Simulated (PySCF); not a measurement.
C7H9N.
SMILES with atom numbers: `[CH3:1][c:2]1[cH:3][cH:4][cH:5][cH:6][c:7]1[NH2:8]` (hydrogens: H9, H10, H11 on C1; H12 on C3; H13 on C4; H14 on C5; H15 on C6; H16, H17 on N8)

Computed geometry: GFN2-xTB, gas phase.

Question: What internal coordinates does the optimisation give?

Answer: 
```json
{"bond": "C1–C2", "length (Å)": "1.501"}
{"bond": "C2–C3", "length (Å)": "1.384"}
{"bond": "C3–C4", "length (Å)": "1.385"}
{"bond": "C4–C5", "length (Å)": "1.383"}
{"bond": "C5–C6", "length (Å)": "1.381"}
{"bond": "C6–C7", "length (Å)": "1.393"}
{"bond": "C7–N8", "length (Å)": "1.386"}
{"bond": "C2–C7", "length (Å)": "1.403"}
{"bond": "C1–H9, C1–H10, C1–H11", "length (Å)": "1.090"}
{"bond": "C3–H12", "length (Å)": "1.081"}
{"bond": "C4–H13", "length (Å)": "1.079"}
{"bond": "C5–H14", "length (Å)": "1.080"}
{"bond": "C6–H15", "length (Å)": "1.082"}
{"bond": "N8–H16, N8–H17", "length (Å)": "1.007"}
```

Bonds in one row agree within 0.01 Å and their mean is given. A selection of angles:
```json
{"angle": "C2–C1–H9", "degrees": "110.6"}
{"angle": "C2–C1–H10", "degrees": "110.5"}
{"angle": "H9–C1–H10", "degrees": "108.5"}
{"angle": "H9–C1–H11", "degrees": "108.2"}
{"angle": "C1–C2–C3", "degrees": "120.9"}
{"angle": "C1–C2–C7", "degrees": "120.3"}
{"angle": "C3–C2–C7", "degrees": "118.9"}
{"angle": "C2–C3–C4", "degrees": "121.6"}
{"angle": "C2–C3–H12", "degrees": "119.0"}
{"angle": "C4–C3–H12", "degrees": "119.5"}
{"angle": "C3–C4–C5", "degrees": "119.4"}
{"angle": "C3–C4–H13", "degrees": "120.2"}
{"angle": "C5–C4–H13", "degrees": "120.4"}
{"angle": "C4–C5–C6", "degrees": "120.0"}
{"angle": "C4–C5–H14", "degrees": "120.3"}
{"angle": "C6–C5–H14", "degrees": "119.7"}
{"angle": "C5–C6–C7", "degrees": "120.9"}
{"angle": "C5–C6–H15", "degrees": "120.2"}
{"angle": "C7–C6–H15", "degrees": "119.0"}
{"angle": "C6–C7–N8", "degrees": "119.9"}
{"angle": "C2–C7–C6", "degrees": "119.3"}
{"angle": "C2–C7–N8", "degrees": "120.7"}
{"angle": "C7–N8–H16", "degrees": "116.1"}
{"angle": "H16–N8–H17", "degrees": "113.8"}
{"angle": "H17–N8–C7", "degrees": "115.1"}
```

Of the pairs four or more bonds apart, C1···H16 is among the closest relative to their van der Waals radii: 2.53 Å, 87 % of the sum of Bondi's values. N8 (aniline-type nitrogen) is pyramidal (angles 116.1°, 115.1° and 113.8°, sum 345.0°, 0.25 Å off the plane of its three neighbours). The 6-membered ring C2–C3–C4–C5–C6–C7 has internal angles of 118.9° to 121.6° (sum 720°, against 720° for a flat polygon); it is planar, 0.00 Å rms from its mean plane, widest ring torsion 0°. The 7 C–C bonds span 1.381 Å (C5–C6, aromatic) to 1.501 Å (C1–C2, drawn single), a spread of 0.120 Å. The 8 heavy atoms lie in one plane (0.015 Å rms).

Stationary, but not proved a minimum.
